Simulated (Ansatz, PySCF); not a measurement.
System: H₂Mg, singlet: symmetric bend, bond length relaxed. Scanned: H-Mg-H angle. Other coordinates (Mg-H bond length) were minimised at B3LYP/def2-TZVP.

Computed with: RHF/def2-SVP (PySCF); RKS-LDA (SVWN5)/6-31G* = restricted LDA (SVWN5)/6-31G*, spherical d (PySCF 2.14.0); MP2/cc-pVQZ = MP2 on RHF/cc-pVQZ, frozen core (Ansatz, a first-principles code).

Energies in kcal/mol, each method relative to its own lowest point.

```csv
a / °,RHF,RKS-LDA (SVWN5)/6-31G*,MP2/cc-pVQZ
180,0.0,0.0,0.0
171.28,0.3,0.3,0.3
160.20,___,1.3,1.4
147.73,___,3.5,3.7
139.61,___,5.5,5.9
132.34,___,7.8,8.4
117.84,16.8,13.6,14.8
112.05,20.3,16.6,18.0
101.47,27.9,22.9,25.0
92.21,36.2,29.8,32.5
77.68,52.7,—,47.7
69.63,64.3,—,58.3
60,80.8,—,73.4
```

Problem. Fill in the missing entries.

Solution. 
- 160.20, RHF: 1.7
- 147.73, RHF: 4.5
- 139.61, RHF: 7.0
- 132.34, RHF: 9.7

Dashes: no converged value, or the column stops at the first point that the program doubted or that broke a chosen test of continuity, which isn't proof of a fault.
